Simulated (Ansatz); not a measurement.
`[SiH3]BB1CC1` and `BrB1CC1` differ in one atom or group.

Ansatz, PBE0-D4/def2-TZVP geometries, multiplicity 1. Each molecule was computed in one conformer, which needn't be the lowest.

Scalar relativity is left out up to krypton.

```json
{"property": "HOMO–LUMO gap (PBE0/def2-TZVPP) / eV", "`[SiH3]BB1CC1`": "5.42"}
{"property": "HOMO energy (PBE0/def2-TZVPP) / eV", "`[SiH3]BB1CC1`": "-7.40"}
{"property": "size of the dipole moment (ωB97M-V/def2-TZVPP) / D", "`[SiH3]BB1CC1`": "1.22"}
{"property": "LUMO energy (PBE0/def2-TZVPP) / eV", "`[SiH3]BB1CC1`": "-1.98"}
{"property": "HOMO energy (B3LYP/def2-TZVPP) / eV", "`[SiH3]BB1CC1`": "-7.20"}
{"property": "HOMO–LUMO gap (ωB97M-V/def2-TZVPP) / eV", "`[SiH3]BB1CC1`": "9.45"}
```

Q: Give the same properties after the change, and the shifts. (An estimate is asked.)

A: Ansatz gave: 
| property | `BrB1CC1` | shift |
| --- | --- | --- |
| HOMO–LUMO gap (PBE0/def2-TZVPP) / eV | 5.90 | 0.48 |
| HOMO energy (PBE0/def2-TZVPP) / eV | -7.20 | 0.20 |
| size of the dipole moment (ωB97M-V/def2-TZVPP) / D | 0.88 | -0.34 |
| LUMO energy (PBE0/def2-TZVPP) / eV | -1.31 | 0.67 |
| HOMO energy (B3LYP/def2-TZVPP) / eV | -6.99 | 0.21 |
| HOMO–LUMO gap (ωB97M-V/def2-TZVPP) / eV | 10.18 | 0.73 |

With PBE0 the HOMO rises by 0.20 eV and the LUMO rises by 0.67 eV, so the gap widens by about 0.47 eV. PBE moves the HOMO by 0.39 eV and ωB97M-V by 0.12 eV. Dipoles are sizes alone; their direction can turn.

B3LYP here is the variant with VWN-RPA as its local correlation; programs differ in this.

Spin–orbit coupling is left out; it splits and shifts lone-pair levels of the heavy atoms by tenths of an eV.
